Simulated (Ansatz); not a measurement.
Relaxation of a periodic cell of 33 atoms, LiCa32 (host Ca, host structure fcc, interstitial Li), to a largest force component of 0.08 eV/Å in at most 25 steps.

The calculation used Ansatz 0.2.0, DFT PBE, scalar-relativistic, plane waves, PAW. Settings: accuracy low, cutoff 420 eV, k mesh 1x1x1, fermi-dirac smearing 0.05 eV, no spin polarisation.

```xyz
33
Lattice="11.1600 0.0000 0.0000 0.0000 11.1600 0.0000 0.0000 0.0000 11.1600" Properties=species:S:1:pos:R:3
Ca 5.580 0.000 0.000
Ca 8.370 2.790 0.000
Ca 8.370 0.000 2.790
Ca 0.000 0.000 0.000
Ca 2.790 2.790 0.000
Ca 5.580 5.580 0.000
Ca 8.370 8.370 0.000
Ca 2.790 0.000 2.790
Ca 5.580 2.790 2.790
Ca 8.370 5.580 2.790
Ca 5.580 0.000 5.580
Ca 8.370 2.790 5.580
Ca 8.370 0.000 8.370
Ca 0.000 5.580 0.000
Ca 2.790 8.370 0.000
Ca 0.000 2.790 2.790
Ca 2.790 5.580 2.790
Ca 5.580 8.370 2.790
Ca 0.000 0.000 5.580
Ca 2.790 2.790 5.580
Ca 5.580 5.580 5.580
Ca 8.370 8.370 5.580
Ca 2.790 0.000 8.370
Ca 5.580 2.790 8.370
Ca 8.370 5.580 8.370
Ca 0.000 8.370 2.790
Ca 0.000 5.580 5.580
Ca 2.790 8.370 5.580
Ca 0.000 2.790 8.370
Ca 2.790 5.580 8.370
Ca 5.580 8.370 8.370
Ca 0.000 8.370 8.370
Li -0.018 5.593 8.402
```

Question: Where does it end, and by what steps?

Answer: It converged. Limits of this set-up: coarse k mesh, low accuracy level. After 2 steps the energy has fallen by 0.548 eV; Ca14 moved furthest, 0.26 Å.

| step | energy less start (eV) | largest force component (eV/Å) | accepted |
| --- | --- | --- | --- |
| 0 | 0.0000 | 0.831 | yes |
| 1 | -0.4952 | 0.165 | yes |
| 2 | -0.5482 | 0.028 | yes |

```xyz
33
Lattice="11.1600 0.0000 0.0000 0.0000 11.1600 0.0000 0.0000 0.0000 11.1600" Properties=species:S:1:pos:R:3
Ca 5.581 -0.001 0.013
Ca 8.394 2.816 -0.024
Ca 8.356 -0.001 2.788
Ca 0.000 0.002 0.064
Ca 2.766 2.813 -0.022
Ca 5.578 5.580 0.064
Ca 8.396 8.344 -0.025
Ca 2.805 -0.001 2.788
Ca 5.581 2.775 2.788
Ca 8.306 5.580 2.794
Ca 5.581 -0.001 5.564
Ca 8.391 2.812 5.603
Ca 8.306 0.002 8.370
Ca 0.002 5.579 0.263
Ca 2.765 8.346 -0.023
Ca 0.000 2.726 2.794
Ca 2.854 5.580 2.794
Ca 5.581 8.384 2.788
Ca 0.000 0.002 5.516
Ca 2.770 2.810 5.601
Ca 5.578 5.580 5.516
Ca 8.392 8.348 5.604
Ca 2.854 0.002 8.370
Ca 5.578 2.726 8.370
Ca 8.112 5.579 8.367
Ca 0.000 8.434 2.794
Ca 0.001 5.579 5.337
Ca 2.769 8.350 5.602
Ca 0.001 2.542 8.368
Ca 3.037 5.579 8.368
Ca 5.578 8.434 8.370
Ca 0.001 8.627 8.367
Li -0.011 5.589 8.391
```

Run time: 5.8 s on 4 threads of Intel(R) Xeon(R) 6975P-C (Granite Rapids), with other jobs on the host, peak memory 1.2 GiB.
